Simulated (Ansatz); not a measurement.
Species: sum formula BSiH₂F₂, net charge 0, doublet state. It need not be the lowest isomer of its formula. 
Structure (B3LYP-D3(BJ)/def2-TZVP (Ansatz, an electronic-structure program) minimum search):
```xyz
6

F      1.3555    -0.9579     0.1600
B      0.5236     0.0707     0.0619
F      1.0654     1.2815     0.0573
Si    -1.4340    -0.1942    -0.1843
H     -2.0071    -1.4959     0.2137
H     -2.3239     0.9494     0.1015
```
Charge 0, spin multiplicity 2.

Basis-set convergence of Hartree-Fock and MP2 correlation energies (hartree) with Ansatz. Valence correlation only, unless marked. Open shells are spin-unrestricted. No spin-orbit coupling. Non-relativistic.

```
basis        functions       E(HF)  E(corr, MP2)
-----------  ---------  ----------  ------------
cc-pV(D+d)Z         75  -513.74580      -0.53435
cc-pV(T+d)Z        157  -513.84072      -0.69602
cc-pV(Q+d)Z        289  -513.86206      -0.75674
```

Extrapolating the two largest sets (X = 3 and 4) as X^-3: E(corr) = (64·(-0.75674) - 27·(-0.69602))/37 = -0.8010 Eh, an estimate of the basis-set limit. The largest set recovers 94.5 % of it, the smallest 66.7 %.
